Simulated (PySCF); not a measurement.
Stepwise substitution at one centre (Ga H-Cl). Gas-phase values, no solvent. Strings in code marks are SMILES.

The T1 excitation (TDA) from two functionals at the same geometries (B3LYP-D3(BJ)/def2-TZVP), both in PySCF: PBE-D3(BJ)/def2-TZVP and M06-2X/def2-TZVP. Excitations are Tamm–Dancoff values on a coarser integration grid. The basis has no diffuse functions, so Rydberg states are missing or too high.

```csv
species,PBE-D3(BJ)/def2-TZVP (eV)
1 of 3 H replaced by Cl (`[Cl][GaH2]`),4.35
2 of 3 H replaced by Cl (`[Cl][GaH][Cl]`),5.12
3 of 3 H replaced by Cl (`[Cl][Ga]([Cl])[Cl]`),4.82
```

### Question
What does M06-2X/def2-TZVP give for each?

### Answer

- 1 of 3 H replaced by Cl (`[Cl][GaH2]`): 4.88
- 2 of 3 H replaced by Cl (`[Cl][GaH][Cl]`): 5.81
- 3 of 3 H replaced by Cl (`[Cl][Ga]([Cl])[Cl]`): 6.00
Over these rows, drawn at random from the members with no instability flagged (it was tested for open shells, ions and some series alone), PBE minus M06-2X: mean -0.80 eV, from -1.18 eV to -0.54 eV.
